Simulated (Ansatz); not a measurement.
## H2Se (hydrogen selenide): entropy by statistical mechanics

A singlet with charge 0, relaxed at PBE0/aug-cc-pVTZ (Ansatz 0.2.0):

```xyz
3

Se    0.5610   -0.2748    0.2803
H     0.0452    1.0917    0.1437
H    -0.6062   -0.8169   -0.4241
```

Harmonic wavenumbers in cm⁻¹: 1057, 2453, 2466.

Masses in u: Se 78.971, H 1.008. Take T = 298.15 K, p = 1 bar, R = 8.3145 J/(mol K), kT/hc = 207.22 cm⁻¹, rigid rotor and harmonic oscillator.

Work out S° at 298 K.


1. Translation (Sackur–Tetrode): S = R[3/2 ln M + 5/2 ln T − 1.1517] with M = 80.987 gives 163.7 J/(mol K).
2. Rotation: principal moments 2.074, 2.212, 4.286 u Å² give A, B, C = 8.1295, 7.62, 3.9332 cm⁻¹; the symmetry number is σ = 2; q = (√π/σ)√((kT/hc)³/ABC) = 169; S = R(ln q + 3/2) = 55.1.
3. Vibration: with u = ν̃/207.22, each mode gives R[u/(eᵘ − 1) − ln(1 − e⁻ᵘ)]; the sum is 0.3, most from 1057 cm⁻¹ (0.3).
4. Spin: R ln 1 = 0.0.
5. Sum: 163.7 + 55.1 + 0.3 + 0.0 = 219.1 J/(mol K).

No measured value is set beside it here.
